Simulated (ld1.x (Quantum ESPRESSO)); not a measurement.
## ytterbium (Yb): excitation energies, all-electron against TM semilocal

Yb (Z = 70), norm-conserving Troullier–Martins (semilocal form), made with ld1.x (Quantum ESPRESSO) 7.5 (PBEsol, scalar-relativistic). Core [Kr] 4d10, reference 4f14 5s2 5p6 5d0 6s0.5 6p0 (charge +1.5). Waves: 5s (bound): rc 1.40 bohr; 5d (bound, empty): rc 2.85 bohr; 4f (bound): rc 1.05 bohr; 5p (bound): rc 1.55 bohr. Local part: the p channel. Core correction: none.

Occupied shells without a wave of their own: 6s. They enter only through the test configuration that unscreens the potential.

Energies are relative to the spin-unpolarised reference configuration 4f14 5s2 5p6 5d0 6s0.5 6p0; without spin polarisation the order of configurations can differ from experiment. Not all tests gave a result: 1 of 7 tests not solved or not reliable. Left out of the table: 4f14 5s2 5p6 5d0 6s1 6p0 (solver errors, printed error -5192 eV). The frozen-core shift is the all-electron ΔE with the core orbitals held at their reference shape minus the fully relaxed ΔE.

```tsv
valence configuration	charge	ΔE all-electron (eV)	error AE − PS (meV)	frozen-core shift (meV)
4f14 5s2 5p6 5d0 6s2 6p0	0	-11.878	+128	-6.2
4f12 5s2 5p6 5d0 6s0 6p0	+4	79.885	-409	+179
4f13 5s2 5p6 5d0 6s2 6p0	+1	-1.404	+258	-15
4f14 5s2 5p6 5d0 6s1.5 6p0	+0.5	-9.273	+99	-4.8
```

Question: What are ΔE and the potential's error for 4f14 5s2 5p6 5d0 6s0 6p0?

Answer: ΔE = 6.792 eV all-electron; the error (AE − PS) is -79 meV.

Question: What are ΔE and the potential's error for 4f13 5s2 5p6 5d1 6s1 6p0?

Answer: ΔE = 0.460 eV all-electron; the error (AE − PS) is -11 meV.

Levels in the configuration 4f13 5s2 5p6 5d0 6s2 6p0:

```json
{"level": "4f", "all-electron (eV)": "-18.520", "pseudo (eV)": "-18.435"}
{"level": "5s", "all-electron (eV)": "-68.302", "pseudo (eV)": "-68.097"}
{"level": "5p", "all-electron (eV)": "-39.811", "pseudo (eV)": "-39.586"}
{"level": "6s", "all-electron (eV)": "-10.966", "pseudo (eV)": "-11.072"}
```

ld1.x printed “convergence not achieved” for 5 of the counted tests; their residual had stalled under 1e-8, short of the target of 1e-14. The 6s level has no wave, so the channel is fitted at the deeper level alone: the likely source of the large errors. A variational frozen-core shift is positive and of second order in the change. This column holds negative values, so the frozen-core run of ld1.x carries numerical noise or an error of first order here, and the column gives no more than the rough size of the effect.
